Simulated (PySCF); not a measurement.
C3H6N2Si, SMILES N1CN=C[SiH2]C=1. Atoms are numbered in the order given.

```xyz
12

C      0.0000     1.4433    -0.2397
N      0.0000     1.2880     1.0272
C      0.0000     0.0000     1.6855
N      0.0000    -1.2880     1.0272
C      0.0000    -1.4433    -0.2397
Si     0.0000     0.0000    -1.4640
H      0.0000     2.4917    -0.5916
H      0.8698     0.0000     2.3691
H     -0.8698     0.0000     2.3691
H      0.0000    -2.4917    -0.5916
H     -1.2091     0.0000    -2.3381
H      1.2091     0.0000    -2.3381
```

Geometry: B3LYP-D3(BJ)/def2-SVP. The structure was generated by enumeration, and PubChem lists no compound with its InChIKey, so it may never have been made. Other conformers were not sampled.

Method: PBE/def2-TZVP (PySCF).

Gas-phase values at a fixed geometry.

Computed frontier levels, gap, dipole moment and polarisability:
| Quantity | Result |
|---|---|
| highest occupied level | -5.07 eV |
| lowest empty level | -2.16 eV |
| orbital gap | 2.90 eV |
| dipole moment | 1.14 D |
| quadrupole, principal values (traceless, Buckingham form, about the centre of nuclear charge) | -2.64, 0.99, 1.64 D·Å |
| mean static polarisability | 76.0 bohr³ (11.27 Å³) |
| polarisability, principal values | 52.5, 74.9, 100.6 bohr³ |
